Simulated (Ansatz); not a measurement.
Geometry optimisation, Ansatz 0.2.0, RKS r2SCAN/def2-SVP.

Input:

```yaml
crystal:
  periodic: [false, false, false]
  atoms:
    - { symbol: S, position_ang: [-1.4177, 1.4606, -1.434] }
    - { symbol: Al, position_ang: [-0.304, -0.2691, -0.647] }
    - { symbol: As, position_ang: [1.8596, 0.0784, 0.3654] }
    - { symbol: Br, position_ang: [-1.1556, -2.4364, -0.7595] }
    - { symbol: H, position_ang: [-2.0861, 1.7115, -0.2193] }
    - { symbol: H, position_ang: [1.2531, 0.7443, 1.6476] }
    - { symbol: H, position_ang: [1.912, -1.3573, 1.0012] }
basis:
  gaussian: { orbitals: def2-SVP }
hamiltonian:
  xc: r2scan
relax:
  f_tol: 0.015
  max_steps: 40
```

Command:

```bash
$ ansatz run input.yaml --threads 2 --pin off --max-ram 3072MiB --backend cpu --events-out ev --progress --plain --runs-dir out
```

Problem. Where does it end, and by what steps?

Solution. It converged. After 19 steps the energy has fallen by 0.378 eV; H5 moved furthest, 1.11 Å.

```csv
step,energy less start (eV),largest force component (eV/Å),accepted
0,0.0000,1.033,yes
1,-0.1069,0.537,yes
2,-0.1241,0.206,yes
3,-0.1272,0.027,yes
4,-0.1516,0.166,yes
5,-0.1416,0.961,no
6,-0.1676,0.219,yes
7,-0.1854,0.376,yes
8,-0.2137,0.530,yes
9,-0.2732,0.321,yes
10,-0.3201,0.445,yes
11,-0.3466,0.233,yes
12,-0.3683,0.163,yes
13,-0.3735,0.050,yes
14,-0.3693,0.368,no
15,-0.3763,0.047,yes
16,-0.3765,0.139,yes
17,-0.3783,0.022,yes
18,-0.3781,0.013,no
19,-0.3785,0.011,yes
```

```xyz
7
Properties=species:S:1:pos:R:3
S -1.380 1.691 -0.570
Al -0.286 -0.191 -0.365
As 2.045 -0.204 0.272
Br -1.355 -2.112 -0.918
H -2.501 1.098 -1.043
H 1.785 0.926 1.263
H 1.754 -1.277 1.315
```

Whether the end is a true minimum wasn't checked by a vibrational analysis.

Time of the run: 120 s on 2 threads of Arm Neoverse V1, with other jobs on the host, peak memory 0.19 GiB.
